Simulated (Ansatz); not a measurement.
C$_{3}$H$_{8}$ClGa (`C[CH2][Ga]([CH3])[Cl]`). Total charge 0; spin multiplicity 1. All single points use the PBE0-D4/def2-TZVP geometry. It is one conformer, not always the lowest.

```xyz
13

C    -1.774   -0.375    0.571
C    -0.997   -0.658   -0.708
Ga    0.860   -0.014   -0.721
C     1.927    0.943    0.612
Cl    1.930   -0.441   -2.565
H    -2.798   -0.758    0.514
H    -1.843    0.696    0.777
H    -1.306   -0.839    1.444
H    -1.489   -0.213   -1.579
H    -0.957   -1.732   -0.919
H     2.825    0.366    0.843
H     1.372    1.124    1.533
H     2.251    1.901    0.198
```

**Question.** What is the dipole moment at B3LYP/def2-TZVPP? (Estimate.)

**Answer.** Ansatz gave: 2.85 D, with components (-1.52, 0.49, 2.36) D in this frame, pointing from negative to positive charge.

**Question.** And with PBE, r2SCAN, ωB97M-V? (Best estimate.)

**Answer.** Ansatz gave: PBE 2.79 D, r2SCAN 2.87 D, ωB97M-V 2.83 D.

**Question.** Give the Mulliken charges with B3LYP, ωB97M-V, PBE in def2-TZVPP. (An estimate is asked.)

**Answer.** Ansatz gave: 
| atom | B3LYP | ωB97M-V | PBE |
| --- | --- | --- | --- |
| C1 | -0.24 | -0.31 | -0.24 |
| C2 | -0.23 | -0.32 | -0.22 |
| Ga3 | 0.48 | 0.50 | 0.41 |
| C4 | -0.39 | -0.47 | -0.38 |
| Cl5 | -0.33 | -0.31 | -0.31 |
| H6 | 0.09 | 0.11 | 0.08 |
| H7 | 0.08 | 0.10 | 0.08 |
| H8 | 0.08 | 0.10 | 0.08 |
| H9 | 0.08 | 0.11 | 0.09 |
| H10 | 0.08 | 0.11 | 0.09 |
| H11 | 0.10 | 0.12 | 0.11 |
| H12 | 0.10 | 0.12 | 0.10 |
| H13 | 0.10 | 0.12 | 0.11 |

B3LYP here is the variant with VWN-RPA as its local correlation; programs differ in this.
